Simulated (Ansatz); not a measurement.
Consider the formal exchange of groups at a C–Ga bond: `C#[C][GaH][SH]` + BH₃ → `BC#C` + `[SH][GaH2]`.

Computed with Ansatz on PBE0-D4/def2-TZVP structures; ΔE is electronic, products minus reactants. CCSD(T)/CBS is the MP2 limit (def2-TZVPP, def2-QZVPP) plus CCSD(T) − MP2 in def2-TZVPP, frozen cores. This one scheme is used for every species. Functionals use def2-TZVPP. B3LYP here is the variant with VWN-RPA as its local correlation; programs differ in this. HSE06 is defined as in plane-wave codes. For Ga outer-core shells are correlated without core-valence functions, which leaves a few kJ/mol of doubt a bond. Scalar relativity is left out up to krypton. Each species was taken in one conformer, which may not be the lowest.

`C#[C][GaH][SH]`:

Cartesian coordinates in Å:
```
C -0.970 -1.733 -0.664
C -0.223 -0.918 -0.176
Ga 0.946 0.383 0.589
S 0.372 2.483 0.337
H -1.628 -2.454 -1.094
H 2.248 0.047 1.360
H -0.745 2.191 -0.351
```

BH₃:

Cartesian coordinates in Å:
```
B 0.000 0.000 0.000
H 0.720 0.039 0.951
H -0.128 -1.018 -0.610
H -0.592 0.978 -0.341
```

`BC#C`:

```xyz
6

B     1.021    0.159    0.466
C    -0.331   -0.051   -0.151
C    -1.421   -0.221   -0.648
H     1.743    1.008    0.039
H     1.369   -0.524    1.380
H    -2.381   -0.370   -1.086
```

`[SH][GaH2]`:

Z-matrix (Å, degrees):
```
Ga
S 1 2.199
H 1 1.559 2 115.2
H 1 1.560 2 118.1 3 -180.0
H 2 1.343 1 95.0 3 180.0
```

| level | ΔE (kJ/mol) | difference from CCSD(T)/CBS |
| --- | --- | --- |
| LDA (SPW92) | -47.5 | -31.6 |
| PBE-D4 | -37.2 | -21.3 |
| revPBE-D4 | -34.6 | -18.7 |
| BLYP-D4 | -33.7 | -17.8 |
| r2SCAN-D4 | -32.3 | -16.4 |
| B97M-V | -42.9 | -27.0 |
| PBE0-D4 | -30.4 | -14.5 |
| B3LYP-D4 | -29.3 | -13.4 |
| r2SCANh-D4 | -30.4 | -14.5 |
| r2SCAN0-D4 | -27.8 | -11.9 |
| HSE06-D4 | -30.6 | -14.7 |
| BHLYP-D4 | -22.1 | -6.2 |
| CAM-B3LYP-D4 | -26.8 | -10.9 |
| ωB97X-V | -21.2 | -5.3 |
| ωB97M-V | -24.1 | -8.2 |
| B2PLYP | -23.6 | -7.7 |
| PBE-QIDH | -20.2 | -4.3 |
| PBE | -39.6 | -23.7 |
| r2SCAN | -33.0 | -17.1 |
| PBE0 | -32.7 | -16.8 |
| B3LYP | -33.2 | -17.3 |
| r2SCANh | -31.2 | -15.3 |
| r2SCAN0 | -28.7 | -12.8 |
| HSE06 | -32.9 | -17.0 |
| BHLYP | -26.5 | -10.6 |
| CAM-B3LYP | -29.3 | -13.4 |
| LC-ωPBE | -23.1 | -7.2 |
| RPA@PBE/def2-TZVPP | -9.9 | 6.0 |
| MP2/def2-SVP | -17.0 | -1.1 |
| CCSD/def2-SVP | -19.9 | -4.0 |
| CCSD(T)/def2-SVP | -20.6 | -4.7 |
| MP2/def2-TZVPP | -9.1 | 6.8 |
| SCS-MP2/def2-TZVPP | -8.5 | 7.4 |
| CCSD/def2-TZVPP | -13.0 | 2.9 |
| CCSD(T)/def2-TZVPP | -13.0 | 2.9 |
| HF/def2-QZVPP | -16.4 | -0.5 |
| MP2/def2-QZVPP | -11.1 | 4.8 |
| SCS-MP2/def2-QZVPP | -10.6 | 5.3 |
| MP2/CBS(def2) | -12.0 | 3.9 |
| CCSD/CBS(def2) | -15.8 | 0.1 |
| CCSD(T)/CBS | -15.9 | 0 |

Largest T1 diagnostic among the species: 0.014.

The D4 term adds +3.9 kJ/mol with B3LYP and +2.3 kJ/mol with PBE0; it sums over pairs of atoms, weighted by their polarisabilities, and B3LYP, whose exchange is more repulsive, gets the larger term. From r2SCAN to r2SCAN0 (25 % exact exchange), in def2-TZVPP and without D4, ΔE moves by +4.3 kJ/mol.
